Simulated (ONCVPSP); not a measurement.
## Scattering properties, ONCV potential for sulfur

ONCVPSP 4.0.1 input, shortened (lines: element, Z, core and valence counts, functional; n l f; lmax; l rc ep ncon nbas qcut; lloc lpopt rc5 dvloc0; l nproj debl; icmod fcfact rcfact), LDA (Perdew-Zunger), scalar-relativistic:

```
  S 16.00    3    2        3      upf
    1    0    2.00
    2    0    2.00
    2    1    6.00
    3    0    1.75
    3    1    4.25
    1
    0    1.15    0.00    3    6    5.70
    1    1.15    0.00    4    8    6.80
    4    5    1.05    0.00
    0    2    3.30
    1    1    2.40
    1    0.70    0.00
```

The phase is arctan(r·R′/R) of the radial function R(r), unwrapped; energies in Ha, scanned from -2 to 5 Ha. A pole is an energy at which the radial function vanishes at the test radius. The pseudo phase is shifted by a multiple of π to meet the all-electron one at the reference energy, and phase errors are pseudo minus all-electron; the curves can meet again beyond the range given. Levels narrower than the energy grid can be missing from the lists of poles.

```tsv
channel	radius (bohr)	reference energy (Ha)	poles, all-electron	poles, pseudo	unbroken range about the reference energy with phases within 0.05 rad	phase error 1 Ha above the reference energy (rad)
s	1.17	-0.64	none	none	the whole range	-0.001
p	1.17	-0.27	none	3.90	below 1.1	-0.033
```

Phases in the s channel:

```
E (Ha)  all-electron  pseudo
 -1.98         0.592   0.586
 -1.80         0.509   0.504
 -1.62         0.416   0.412
 -1.44         0.312   0.309
 -1.26         0.197   0.195
 -1.08         0.073   0.072
 -0.90        -0.057  -0.057
 -0.72        -0.188  -0.188
 -0.54        -0.317  -0.318
 -0.36        -0.440  -0.441
 -0.18        -0.554  -0.554
  0.00        -0.657  -0.658
  0.18        -0.750  -0.750
  0.36        -0.831  -0.832
  0.54        -0.903  -0.904
  0.72        -0.967  -0.968
  0.90        -1.022  -1.023
  1.08        -1.072  -1.073
  1.26        -1.115  -1.116
  1.44        -1.154  -1.155
  1.62        -1.189  -1.190
  1.80        -1.220  -1.221
  1.98        -1.249  -1.249
  2.16        -1.274  -1.274
  2.34        -1.298  -1.298
  2.52        -1.319  -1.319
  2.70        -1.339  -1.339
  2.88        -1.357  -1.357
  3.06        -1.374  -1.374
  3.24        -1.389  -1.390
  3.42        -1.404  -1.405
  3.60        -1.418  -1.419
  3.78        -1.431  -1.433
  3.96        -1.443  -1.446
  4.14        -1.454  -1.459
  4.32        -1.465  -1.472
  4.50        -1.475  -1.486
  4.68        -1.485  -1.501
  4.86        -1.495  -1.519
```
